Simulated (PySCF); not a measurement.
## From computed data to an observable: chemical shift, span and skew from a shielding tensor

4,4-difluorobuta-1,2-diene (C₄H₄F₂), SMILES C=C=CC(F)F. Atoms are numbered in the order given.

```xyz
10

C      2.7990     0.2513     0.0000
C      1.5688    -0.1931     0.0000
C      0.3287    -0.6215     0.0000
C     -0.8493     0.3005     0.0000
F     -1.6266     0.0567     1.0928
F     -1.6266     0.0567    -1.0928
H      3.3337     0.4412     0.9380
H      3.3337     0.4412    -0.9380
H      0.0921    -1.6941     0.0000
H     -0.5630     1.3669     0.0000
```

Geometry: r2SCAN-D4/def2-SVP. The values are those of a single conformer.

GIAO shieldings from B3LYP/pcSseg-1 (PySCF), non-relativistic, no solvent. The symmetric part of the tensor of C2 has the principal values -66.4, -61.3, -17.0 ppm. The same nucleus in TMS has σ = 181.3 ppm at this level (PySCF, at its B3LYP-D3(BJ)/def2-TZVP geometry).

Question: Work out the isotropic shielding, the ¹³C shift against TMS, the span and the skew.

Answer: 
σ(iso) = (σ11 + σ22 + σ33)/3 = -48.2 ppm. δ = σ(ref) − σ(iso) = 181.3 − (-48.2) = 229.5 ppm.
Span Ω = σ33 − σ11 = 49.4 ppm. Skew κ = 3(σ(iso) − σ22)/Ω = 0.79. Tumbling in solution averages the tensor to δ; in a static solid the shielding alone would spread this spin-1/2 line over Ω.
